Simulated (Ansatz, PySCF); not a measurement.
Isomers of CH6B2O. Gas-phase values, no solvent. One relaxed conformer stands for each flexible species; it need not be the lowest. Strings in code marks are SMILES.

Quantity: vertical ionisation energy (energy after one electron is removed minus that of the parent at the parent's geometry), in eV.

Level 1: PBE-D3(BJ)/def2-TZVP // B3LYP-D3(BJ)/def2-TZVP (PySCF)
Level 2: frozen-core MP2/cc-pVTZ // B3LYP-D3(BJ)/def2-TZVP (Ansatz, a program for electronic structure)
Level 3: PBE/6-31G* // B3LYP-D3(BJ)/def2-TZVP (PySCF)
Level 4: HF/cc-pVTZ // B3LYP-D3(BJ)/def2-TZVP (Ansatz)

```tsv
species	level 2	level 3	level 4
`BBOC`	10.26	9.58	9.71
`CBBO` (C–B–B–O torsion -95°, B–B–O–H torsion 0°)	10.05	9.24	9.49
`BB(C)O`	10.32	9.55	9.61
```

### Question
What does level 1 give for each, and how far do the other levels lie from it on average?

### Answer

- `BBOC`: 9.74
- `CBBO` (C–B–B–O torsion -95°, B–B–O–H torsion 0°): 9.43
- `BB(C)O`: 9.76
Mean absolute difference from level 1, which has limits of its own, over these rows (drawn at random from the members that have all these levels): level 2 0.57 eV, level 3 0.184 eV, level 4 0.076 eV.
